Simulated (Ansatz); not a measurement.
Program: Ansatz. Geometries: PBE0-D4/def2-TZVP. ΔE: electronic, gas phase. CCSD(T)/CBS adds triple-zeta CCSD(T) − MP2 to the extrapolated MP2 energy (def2 sets, frozen cores). DFT in def2-TZVPP. B3LYP here is the variant with VWN-RPA as its local correlation; programs differ in this. One conformer a species, not always the lowest.

`CO[SiH](F)O[SiH3]` + `COB(C)O` → `COB(C)O[SiH3]` + `CO[SiH](O)F`  (ligand exchange at the Si–O bond)

```json
{"level": "r2SCAN-D4", "ΔE (eV)": "0.16"}
{"level": "B2PLYP", "ΔE (eV)": "0.17"}
{"level": "PBE", "ΔE (eV)": "0.15"}
{"level": "PBE0", "ΔE (eV)": "0.17"}
{"level": "B3LYP", "ΔE (eV)": "0.18"}
{"level": "HF/def2-TZVPP", "ΔE (eV)": "0.22"}
{"level": "CCSD(T)/def2-TZVPP", "ΔE (eV)": "0.17"}
{"level": "SCS-MP2/def2-QZVPP", "ΔE (eV)": "0.18"}
```

Q: What does CCSD(T)/CBS give? (An estimate is asked.)

A: Ansatz gave: +0.17 eV. The listed levels differ from it by -0.01, 0.00, -0.02, 0.00, 0.01, 0.05, 0.00, 0.01 eV.

Largest T1 diagnostic among the species: 0.012.

In def2-TZVPP, CCSD(T) changes the Hartree–Fock value by −0.05 eV (the triples alone add −0.01 eV) and MP2 by −0.05 eV.
